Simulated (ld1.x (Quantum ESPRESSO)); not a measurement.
# Mn (Z = 25): one change to a PAW potential, before and after

- Element: Mn
- Generator: ld1.x (Quantum ESPRESSO) 7.5
- Type: PAW
- Functional: PBE
- Relativity: scalar-relativistic
- Frozen core: [Ne] 3s2
- Valence charge: 13
- Reference configuration: 3p6 3d5 4s1 4p0 (charge +1)
- Partial waves: 4s (bound): rcut 2.10, rcutus 2.45 bohr; 4s channel at 0.05 Ry: rcut 2.10, rcutus 2.45 bohr; 3p (bound): rcut 1.25, rcutus 1.55 bohr; 4p (bound, empty): rcut 1.25, rcutus 1.55 bohr; 3d (bound): rcut 1.10, rcutus 1.30 bohr; 3d channel at -0.55 Ry: rcut 1.10, rcutus 1.30 bohr
- Local potential: all-electron potential smoothed inside 1.10 bohr (lloc = -2)
- Core correction: Bessel-smoothed model core inside 0.85 bohr
- Augmentation charge: BESSEL, radius 0.80 bohr

All-electron outer shells of the reference configuration (PBE, scalar-relativistic, ld1.x):

```json
{"shell": "3s", "level (eV)": "-94.10", "outermost node (bohr)": "0.34", "outermost maximum (bohr)": "0.74"}
{"shell": "3p", "level (eV)": "-62.83", "outermost node (bohr)": "0.31", "outermost maximum (bohr)": "0.75"}
{"shell": "3d", "level (eV)": "-14.91", "outermost node (bohr)": "–", "outermost maximum (bohr)": "0.76"}
{"shell": "4s", "level (eV)": "-11.88", "outermost node (bohr)": "1.05", "outermost maximum (bohr)": "2.38"}
{"shell": "4p", "level (eV)": "-7.19", "outermost node (bohr)": "1.15", "outermost maximum (bohr)": "2.95"}
```

Change: local potential all-electron potential smoothed inside 1.00 bohr (lloc = -2).

Cutoffs: the cutoffs (Ry, on a coarse ladder) from which the occupation-weighted sum of valence levels, in a spherical-Bessel basis at the reference potential, stays within 10 and 1 mRy of its value at 400 Ry; they do not see the model core or the augmentation charge, which bear on the density cutoff. Errors are all-electron minus pseudo energies relative to the spin-unpolarised reference configuration.

Task: What does the change do?

Result: Both files keep a bound ghost (s); of the 7 tests that both files solve, the error grows in 6 and shrinks in 1 by more than 15 % and 0.3 meV (median size 3.4 → 58.9 meV); the range in which the p phases agree narrows (upper end 4.1 → 0.3).

| quantity | base | changed |
| --- | --- | --- |
| cutoffs, loose and tight | 60 Ry, 110 Ry | not determined |
| bound ghosts | s | s (p not tested, overlap not positive) |
| error for 3p6 3d5 4s2 4p0, meV [ΔE -8.42 eV] | +0.9 | +32 |
| error for 3p6 3d5 4s0 4p0, meV [ΔE 15.60 eV] | +4.5 | +107 |
| error for 3p6 3d4 4s0 4p0, meV [ΔE 48.12 eV] | -52 | +95 |
| error for 3p6 3d6 4s0 4p0, meV [ΔE -1.60 eV] | -3.4 | +59 |
| error for 3p6 3d5 4s1.5 4p0, meV [ΔE -5.06 eV] | +0.8 | +12 |
| error for 3p6 3d5 4s0 4p1, meV [ΔE 4.74 eV] | +3.4 | +71 |
| error for 3p6 3d5.5 4s1.5 4p0, meV [ΔE -8.90 eV] | -1.6 | +0.4 |
| s: phases at 2.65 bohr within 0.05 rad from the reference energy up to (Ry; the scan ends near 5) | 3.9 | n/a |
| p: phases at 2.65 bohr within 0.05 rad from the reference energy up to (Ry; the scan ends near 5) | 4.1 | 0.3 |
| d: phases at 2.65 bohr within 0.05 rad from the reference energy up to (Ry; the scan ends near 5) | to the end of the scan | to the end of the scan |
| lowest overlap eigenvalue by channel | s 0.29, p 0.14, d 0.92 | s 0.24, p -1.31, d 0.90 |

Changed file: the overlap operator is not positive definite in a basis up to 400 Ry (lowest eigenvalue p -1.31), so the file is unfit for use: the generalised eigenproblem breaks down once the basis is large enough, and its test numbers describe a broken file. A true bound ghost makes a file unfit for plane-wave use even where its test errors are small: the radial tests pick states by their node count and pass the ghost by.
